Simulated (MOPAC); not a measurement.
Input for MOPAC: PM6 on C2H5Ga (SMILES C=[CH][GaH2]), a point of a bond scan (R = 0.978 Å).

```
PM6 1SCF PRECISE CHARGE=0 THREADS=1
C2H5Ga

Ga    -0.08715066 1     0.10104622 1     0.73305918 1
H     -0.76539925 1     1.51896569 1     0.78932898 1
H      0.22794711 1    -0.70697670 1     2.04227001 1
C      0.34544064 1    -0.60894069 1    -1.04139596 1
C      0.07372601 1     0.08545312 1    -2.14907111 1
H      0.81534456 1    -1.58265613 1    -1.15772427 1
H      0.28039370 1    -0.24832277 1    -3.04524728 1
H     -0.39457853 1     1.06456870 1    -2.11108447 1
```

Output:

```
*******************************************************************************
 **                                                                           **
 **                              MOPAC v23.2.5                                **
 **                                                                           **
 *******************************************************************************
 ** MOPAC's Digital Object Identifier: https://doi.org/10.5281/zenodo.6511958 **
 **                                                                           **
 ** Please cite the open-source release paper for use of this MOPAC version:  **
 ** J. E. Moussa and J. J. P. Stewart (2026)                                  **
 ** MOPAC: An open-source semiempirical molecular orbital program             **
 ** J. Open Source Softw., 11(119), 8025, https://doi.org/10.21105/joss.08025 **
 *******************************************************************************

                              PM6 CALCULATION RESULTS

 *******************************************************************************
 *  PM6        - The PM6 Hamiltonian to be used
 *
 *
 *
 *                 CHARGE ON SYSTEM = 0
 *
 *
 *
 *  PRECISE    - TIGHTER CRITERIA TO BE USED
 *  1SCF       - DO 1 SCF AND THEN STOP
 *  THREADS=1  - MULTI-THREADING NOT USED
 *  T=         - A TIME OF 172800.0 SECONDS REQUESTED
 *  DUMP=N     - RESTART FILE WRITTEN EVERY 7200.0 SECONDS REQUESTED
 *******************************************************************************
PM6 1SCF PRECISE CHARGE=0 THREADS=1
 C2H5Ga

   ATOM   CHEMICAL          X               Y               Z
  NUMBER   SYMBOL      (ANGSTROMS)     (ANGSTROMS)     (ANGSTROMS)

     1      Ga         -0.08715066  *   0.10104622  *   0.73305918  *
     2       H         -0.76539925  *   1.51896569  *   0.78932898  *
     3       H          0.22794711  *  -0.70697670  *   2.04227001  *
     4       C          0.34544064  *  -0.60894069  *  -1.04139596  *
     5       C          0.07372601  *   0.08545312  *  -2.14907111  *
     6       H          0.81534456  *  -1.58265613  *  -1.15772427  *
     7       H          0.28039370  *  -0.24832277  *  -3.04524728  *
     8       H         -0.39457853  *   1.06456870  *  -2.11108447  *



          CARTESIAN COORDINATES

    NO.       ATOM           X           Y           Z

     1        Ga         -0.0872      0.1010      0.7331
     2         H         -0.7654      1.5190      0.7893
     3         H          0.2279     -0.7070      2.0423
     4         C          0.3454     -0.6089     -1.0414
     5         C          0.0737      0.0855     -2.1491
     6         H          0.8153     -1.5827     -1.1577
     7         H          0.2804     -0.2483     -3.0452
     8         H         -0.3946      1.0646     -2.1111

 General Reference for PM6:
 "Optimization of Parameters for Semiempirical Methods V: Modification of NDDO Approximations
 and Application to 70 Elements", J. J. P. Stewart, J. Mol. Mod., 13, 1173-1213 (2007)
 URL: https://link.springer.com/article/10.1007/s00894-007-0233-4

           Empirical Formula: C2 H5 Ga  =     8 atoms



      MOLECULAR POINT GROUP   :   Cs


      RHF CALCULATION, NO. OF DOUBLY OCCUPIED LEVELS = 8


 -------------------------------------------------------------------------------
 PM6 1SCF PRECISE CHARGE=0 THREADS=1
 C2H5Ga



     1SCF WAS SPECIFIED, SO BFGS WAS NOT USED
     SCF FIELD WAS ACHIEVED


                              PM6 CALCULATION
                                                       MOPAC v23.2.5 Linux




          FINAL HEAT OF FORMATION =         32.41778 KCAL/MOL =     135.63598 KJ/MOL


          COSMO AREA              =        104.86 SQUARE ANGSTROMS
          COSMO VOLUME            =         88.68 CUBIC ANGSTROMS

          IONIZATION POTENTIAL    =         10.753494 EV
          HOMO LUMO ENERGIES (EV) =        -10.753 -0.758
          NO. OF FILLED LEVELS    =          8
          MOLECULAR WEIGHT        =         98.7965         POINT GROUP:  Cs

          MOLECULAR DIMENSIONS (Angstroms)

            Atom       Atom       Distance
            H     7    H     3     5.10842
            H     6    H     2     3.61912
            H     8    H     7     0.00000


          SCF CALCULATIONS        =          1





   ATOM   CHEMICAL          X               Y               Z
  NUMBER   SYMBOL      (ANGSTROMS)     (ANGSTROMS)     (ANGSTROMS)

     1      Ga         -0.08715066  *   0.10104622  *   0.73305918  *
     2       H         -0.76539925  *   1.51896569  *   0.78932898  *
     3       H          0.22794711  *  -0.70697670  *   2.04227001  *
     4       C          0.34544064  *  -0.60894069  *  -1.04139596  *
     5       C          0.07372601  *   0.08545312  *  -2.14907111  *
     6       H          0.81534456  *  -1.58265613  *  -1.15772427  *
     7       H          0.28039370  *  -0.24832277  *  -3.04524728  *
     8       H         -0.39457853  *   1.06456870  *  -2.11108447  *

                             CARTESIAN COORDINATES

   1   Ga       -0.087150660     0.101046220     0.733059180
   2    H       -0.765399250     1.518965690     0.789328980
   3    H        0.227947110    -0.706976700     2.042270010
   4    C        0.345440640    -0.608940690    -1.041395960
   5    C        0.073726010     0.085453120    -2.149071110
   6    H        0.815344560    -1.582656130    -1.157724270
   7    H        0.280393700    -0.248322770    -3.045247280
   8    H       -0.394578530     1.064568700    -2.111084470


           Empirical Formula: C2 H5 Ga  =     8 atoms



      MOLECULAR POINT GROUP   :   Cs


                  EIGENVALUES
 -27.19204 -20.44248 -17.78523 -15.72372 -13.71495 -11.95244 -11.03004 -10.75349
  -0.75808   1.36473   2.44360   3.79312   4.35374   5.51123   5.94128   6.39546
   6.86159


              NET ATOMIC CHARGES AND DIPOLE CONTRIBUTIONS

  ATOM NO.   TYPE          CHARGE      No. of ELECS.   s-Pop       p-Pop
    1         Ga          -0.284348        3.2843     1.33696     1.94739
    2          H           0.137455        0.8625     0.86255
    3          H           0.145103        0.8549     0.85490
    4          C          -0.143271        4.1433     1.12451     3.01876
    5          C          -0.280064        4.2801     1.10990     3.17016
    6          H           0.139771        0.8602     0.86023
    7          H           0.133790        0.8662     0.86621
    8          H           0.151564        0.8484     0.84844
 DIPOLE           X         Y         Z       TOTAL
 POINT-CHG.    -0.124     0.229     0.280     0.382
 HYBRID         0.068    -0.097    -0.411     0.428
 SUM           -0.056     0.132    -0.131     0.195


          ATOMIC ORBITAL ELECTRON POPULATIONS

     Atom    s        px        py        pz
    1 Ga   1.33696   0.22891   0.81930   0.89918
    2  H   0.86255
    3  H   0.85490
    4  C   1.12451   0.98011   1.04662   0.99203
    5  C   1.10990   1.00998   1.09275   1.06743
    6  H   0.86023
    7  H   0.86621
    8  H   0.84844

 **********************
 *                    *
 * JOB ENDED NORMALLY *
 *                    *
 **********************




 == MOPAC DONE ==
```

The run finished.

Cost: around 0.04 core-seconds (rough).
